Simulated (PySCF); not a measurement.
Dipole moment and polarisability of `O=C1CO[C@H]1C(F)=C(F)F`

C5H3F3O2.
Numbering: `[O:1]=[C:2]1[CH2:3][O:4][C@H:5]1[C:6]([F:7])=[C:8]([F:9])[F:10]` (hydrogens: H11, H12 on C3; H13 on C5)

Structure used (GFN2-xTB), in Å, numbered top down from 1:
```
atom  x, y, z in Å
O1     1.3158   -1.8532    0.6453
C2     1.1269   -0.7174    0.3581
C3     1.6972    0.3051   -0.5891
O4     0.7277    1.2636   -0.1477
C5     0.1324    0.3698    0.7984
C6    -1.3203    0.0962    0.5759
F7    -2.1084    0.1944    1.6588
C8    -1.8624   -0.2276   -0.5950
F9    -1.1515   -0.3709   -1.7025
F10   -3.1419   -0.4507   -0.8210
H11    2.7232    0.6196   -0.3821
H12    1.5912    0.0623   -1.6496
H13    0.2657    0.7093    1.8326
```

Level: CAM-B3LYP/def2-SVPD (PySCF), static field, nuclei fixed, core orbitals frozen in the response. The polarisability tensor in these axes (au):

```
x   72.50  0.25  0.53
y    0.25 57.25  0.30
z    0.53  0.30 64.48
```

**Question.** Give the principal values, the mean and the anisotropy Δα = √{½[(α1 − α2)² + (α2 − α3)² + (α1 − α3)²]}.

**Answer.** Principal values 57.23, 64.46 and 72.54 au; mean 64.74 au = 9.59 Å³ = 10.67 × 10⁻⁴⁰ C²·m²/J; Δα = 13.26 au (20 % of the mean).

**Question.** What is the dipole moment, and where does it point?

**Answer.** (1.56, 1.14, -0.38) D, 1.97 D in size, pointing from the negative to the positive side. Measured along this direction, the outermost atoms are F10 at the negative end and H11 at the positive end.

**Question.** In a dilute gas of rigid molecules at 273 K, how does the orientational term μ²/3kT compare with the electronic polarisability?

**Answer.** In Gaussian units μ²/3kT = 34.20 Å³ against 9.59 Å³, a ratio of 3.57; the Debye molar polarisation (4π/3)N_A(α + μ²/3kT) is 110.5 cm³/mol, leaving out the vibrational part.

**Question.** Form Σ f/ω² (atomic units) for the 8 lowest TDDFT singlets, given as eV and f, and set it beside the mean polarisability, which is this sum over all singlets: 4.34, 0.0008; 5.91, 0.0047; 6.35, 0.0063; 6.51, 0.1293; 6.80, 0.0340; 6.96, 0.0058; 7.19, 0.0140; 7.50, 0.1415.

**Answer.** They add up to 5.21 au, 8.0 % of the 64.74 au; the largest single term is 2.26 au, from the state at 6.51 eV. Terms in order: 0.03, 0.10, 0.12, 2.26, 0.54, 0.09, 0.20, 1.86 au. Higher excitations give the rest. The strengths listed sum to 0.337.

**Question.** Find the Langevin capture rate constant for H3O+ (19.018 u) meeting this molecule (152.009 u), k = 2.342 × 10⁻⁹ cm³/s × √(α in Å³ / reduced mass in u).

**Answer.** The reduced mass is 16.90 u, so k = 1.76 × 10⁻⁹ cm³/s. The formula leaves out the permanent dipole, which adds to the capture rate.

Isolated species at its GFN2-xTB geometry (one conformer only).
